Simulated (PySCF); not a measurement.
Compound: C₆H₉F₂O₃S (charge -1).
Numbering: `[O:1]=[S:2](=[O:3])([O-:4])[C@H:5]([CH:6]([F:7])[F:8])[CH:9]1[CH2:10][CH2:11][CH2:12]1` (hydrogens: H13 on C5; H14 on C6; H15 on C9; H16, H17 on C10; H18, H19 on C11; H20, H21 on C12)
Bond orders are those of one Lewis drawing.

Computed by this run: PBE0-D3(BJ)/def2-SVP geometry optimisation, gas phase in PySCF 2.14.0; density fitting, grid level 1; the optimiser is geomeTRIC in internal coordinates, started from a GFN2-xTB structure with every atom displaced at random (about 0.01 Å).

Step 0: E = -28739.5646 eV
```
atom  x, y, z in Å  |  force x, y, z in eV/Å
O1     -1.9138   -2.0804    0.1708   -0.191   0.171   0.067
S2     -2.1939   -0.6927   -0.2766    0.592  -0.849   0.853
O3     -3.3919   -0.0953    0.3324   -0.511   0.184   0.274
O4     -2.0681   -0.4951   -1.7142   -0.004   0.205  -1.187
C5     -0.7733    0.2809    0.4432   -1.096   0.772  -0.537
C6     -1.2784    1.6874    0.6544    0.078   0.834   0.473
F7     -0.5579    2.3652    1.6300   -0.072  -0.473  -0.070
F8     -1.1379    2.4715   -0.4484   -0.179  -0.345  -0.065
C9      0.4070    0.1586   -0.4542    0.313  -0.287  -0.646
C10     0.8827   -1.3008   -0.6414    0.577   0.761  -0.153
C11     2.2105   -0.9501    0.0366    0.108   0.210  -0.243
C12     1.7950    0.5253    0.1199   -0.561  -0.177   0.188
H13    -0.6288   -0.1627    1.4155    0.148  -0.322   0.729
H14    -2.3470    1.6751    0.9669    0.433   0.044  -0.180
H15     0.1534    0.6396   -1.4108    0.020   0.065   0.123
H16     0.9782   -1.5829   -1.6854   -0.032  -0.168  -0.436
H17     0.2573   -2.0093   -0.1420   -0.574  -0.789   0.386
H18     3.0983   -1.1226   -0.5729    0.366  -0.156  -0.138
H19     2.3584   -1.4295    1.0004    0.106  -0.208   0.456
H20     1.7300    0.9447    1.1251    0.175   0.230   0.259
H21     2.3537    1.1964   -0.5281    0.304   0.299  -0.154
```

Step 1: E = -28739.7056 eV
```
atom  x, y, z in Å  |  force x, y, z in eV/Å
O1     -2.0001   -2.0939    0.2098    0.008  -0.069  -0.001
S2     -2.2658   -0.7210   -0.2716    0.020   0.312  -0.159
O3     -3.4521   -0.0838    0.3494    0.083  -0.045  -0.009
O4     -2.1660   -0.5449   -1.7375   -0.023  -0.070   0.180
C5     -0.8426    0.2548    0.4089   -0.055   0.078   0.059
C6     -1.2163    1.7030    0.6502    0.158  -0.294  -0.096
F7     -0.3769    2.2385    1.5990   -0.115   0.135  -0.028
F8     -1.0525    2.4508   -0.4697   -0.060   0.073   0.100
C9      0.3792    0.1261   -0.4785   -0.071  -0.156   0.032
C10     0.9268   -1.3073   -0.6659   -0.121  -0.096   0.071
C11     2.2317   -0.9058    0.0480    0.127  -0.018  -0.001
C12     1.7328    0.5494    0.1462   -0.014   0.069  -0.008
H13    -0.6886   -0.1992    1.4043    0.018   0.035  -0.097
H14    -2.2548    1.8067    0.9949   -0.044  -0.014   0.032
H15     0.1365    0.6207   -1.4269    0.002   0.030  -0.026
H16     1.0483   -1.5841   -1.7229   -0.011  -0.010   0.004
H17     0.3095   -2.0795   -0.1804    0.049   0.047  -0.070
H18     3.1531   -1.0422   -0.5411    0.015  -0.016   0.025
H19     2.3852   -1.3955    1.0235   -0.020   0.007  -0.019
H20     1.6531    0.9677    1.1603    0.049  -0.002  -0.040
H21     2.2934    1.2629   -0.4789    0.004   0.005   0.054
```

Q: Estimate the geometry and energy of step 2. (The exact step hangs on the optimiser's Hessian estimate; all steps are aligned on step 1, rigid shifts and turns removed.)

A: E = -28739.7140 eV, largest force 0.148 eV/Å
```
atom  x, y, z in Å  |  force x, y, z in eV/Å
O1     -1.9750   -2.0791    0.1976   -0.010  -0.052   0.016
S2     -2.2445   -0.7027   -0.2738   -0.065   0.042  -0.083
O3     -3.4280   -0.0730    0.3578   -0.013  -0.053  -0.025
O4     -2.1540   -0.5252   -1.7380   -0.003  -0.005   0.087
C5     -0.8285    0.2697    0.4085    0.058   0.134  -0.026
C6     -1.2448    1.7029    0.6537   -0.093   0.043   0.072
F7     -0.4488    2.2889    1.6087    0.088  -0.038  -0.012
F8     -1.1264    2.4747   -0.4544    0.058  -0.050  -0.065
C9      0.3910    0.1287   -0.4804   -0.006  -0.016   0.041
C10     0.9212   -1.3135   -0.6610    0.001  -0.003   0.025
C11     2.2369   -0.9243    0.0456    0.023   0.009  -0.023
C12     1.7549    0.5394    0.1375   -0.054  -0.011  -0.036
H13    -0.6691   -0.1856    1.3993   -0.003   0.010  -0.001
H14    -2.2887    1.7562    0.9988    0.010  -0.064   0.006
H15     0.1512    0.6223   -1.4312    0.012   0.025  -0.009
H16     1.0345   -1.5986   -1.7166   -0.006   0.001  -0.004
H17     0.2970   -2.0748   -0.1728    0.013   0.000  -0.017
H18     3.1562   -1.0782   -0.5425    0.003  -0.005   0.011
H19     2.3840   -1.4103    1.0231   -0.015   0.005   0.004
H20     1.6899    0.9620    1.1495    0.002   0.020   0.027
H21     2.3245    1.2438   -0.4883    0.002   0.008   0.010
```

The energy changes by -0.0084 eV. The first-order estimate −F·Δx gives -0.0294 eV and the mean of the old and new forces, exact on a quadratic surface, -0.0095 eV. The step makes an angle of 76° with the force vector and moves no atom by more than 0.088 Å.

The cost below is that of the whole optimisation. On an Intel Xeon Platinum 8259CL at 2.50 GHz with one thread, on a shared host, this took 5.6 min wall and 0.96 GiB of memory at its peak.
